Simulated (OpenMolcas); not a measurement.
**Nb4+: moving the ligands**

Nb4+ with 4 ligands (fluoride) in tetrahedral coordination (Td) at 1.86 Å. Ligand basis ANO-RCC-VDZP.

```yaml
Program: OpenMolcas
Method: "SS-CASPT2, IPEA 0.25 Eh, imaginary shift 0.1 Eh (closed shells correlated: 4s 4p and the ligand valence shells)"
Basis: ANO-RCC-VTZP [7s6p4d2f1g]
Scalar_Hamiltonian: DKH2, point nucleus
Active_space: 1 electron in 5 orbitals (4d)
State_averaging: 2S+1 = 2 even, 5 roots
Spin-orbit_coupling: state interaction with AMFI integrals over the reference wave functions
```

Runs around this geometry, states (labels of Td). Energies in cm-1 above the lowest state or level, χT in cm3 K/mol; 10Dq is the gap between the two states; 10Dq is negative for this site.

```tsv
R (Å)	Ground state	First state of that spin	10Dq	First gap with spin-orbit (degeneracies)	χT at 300 K
1.81	2E	2T2 14410	-14414	14410 (4, 4)	0.346
1.86	2E	2T2 13380	-13384	13350 (4, 4)	0.342
1.97	2E	2T2 11340	-11345	11260 (4, 4)	0.332
```

Taking |10Dq| as R^-n, n = -ln(11345 / 14414) / ln(1.97 / 1.81) = 2.8 between the shortest and longest distance. The point-charge formula for a cubic d site gives n = 5.

Roots that are degenerate in the reference are averaged as groups; the widest CASPT2 spread within a group is 14 cm-1 (the 3-fold group of multiplicity 2 near 13400 cm-1 above the lowest state of its run, R = 1.86). Shifts and gaps below about the spread of the groups concerned are not significant. An orbital doublet at a regular site is open to a Jahn-Teller distortion, which this geometry leaves out. Ligand-to-metal charge-transfer states are missing. With one d shell and no ligand orbital active, 10Dq can be off by a tenth or more. The least metal-like active orbital is 70 % on the metal (Löwdin) and no ligand orbital is active, so the numbers are rough (holds for R = 1.81). The least metal-like active orbital is 73 % on the metal (Löwdin) and no ligand orbital is active, so the numbers are rough (holds for R = 1.86). The least metal-like active orbital is 77 % on the metal (Löwdin) and no ligand orbital is active, so the numbers are rough (holds for R = 1.97). No measured value stands beside these numbers; the geometry is a model, was not optimised and need not be the one that this ion takes.
